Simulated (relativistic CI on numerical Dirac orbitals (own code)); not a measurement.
**Mo38+: sensitivity of the levels to the model**

Base calculation: Dirac-Coulomb-Breit CI, orbitals from a KLI potential per configuration, model QED (radiative potential, 1s self-energy scaled to tabulated hydrogen-like ionisation energies), unscaled Slater integrals.

Configuration list (outside the closed core 1s2): 2s², 2s2p, 2p², 2p3s, 2p3p, 2s3s, 2s3p, 2s3d, 2s4s, 2s4p, 2s4d, 2s4f, 2s5s, 3s², 2s5p, 2s5d, 2s5f, 2s5g, 3s3p, 3p². Levels of other configurations are missing.

Variants: (1) one mean potential for all configurations. Shifts of the energy above 2s² ¹S0, in eV, for the lowest level and the first level of each name with at least 55 % of one term (blank where a level changes its place among those of its configuration and J or its character, or is not in the variant):

```
    Level     Base   Δ(1)
  2s² ¹S0     0.00   0.00
2s2p ³P°0    75.38  +0.02
2s2p ³P°1    90.35  +0.02
2s2p ³P°2   198.07  +0.02
  2p² ³P0   217.51  +0.15
2s2p ¹P°1   250.00  +0.02
  2p² ³P1   320.21  +0.13
  2p² ¹D2   332.70  +0.13
  2p² ³P2   450.71  +0.11
  2p² ¹S0   490.32  +0.10
 2s3s ³S1  3128.42  +0.05
 2s3s ¹S0  3143.89   0.00
2s3p ³P°0  3165.71  +0.01
2s3p ³P°1  3166.39  +0.01
2s3p ³P°2  3201.65  +0.01
 2s3d ³D1  3218.33  +0.04
 2s3d ³D2  3222.15  +0.04
2p3s ³P°0  3224.64  +0.04
 2s3d ³D3  3230.44  +0.04
2p3s ³P°1  3231.98  +0.07
 2s3d ¹D2  3241.86  +0.07
 2p3p ³D1  3249.61  +0.06
```

At this charge energies of transitions that change n are usually good to better than 1 %, and those within a shell (Δn = 0) to a few per cent.

Ionisation energy from the two ground configurations alone: base 5540.41 eV. The NIST ASD value (semi-empirical) is 5548 eV.

LS names give the leading component of a level, which can be under half, so a name can repeat, a term be missing and a line seem to break the LS rules.
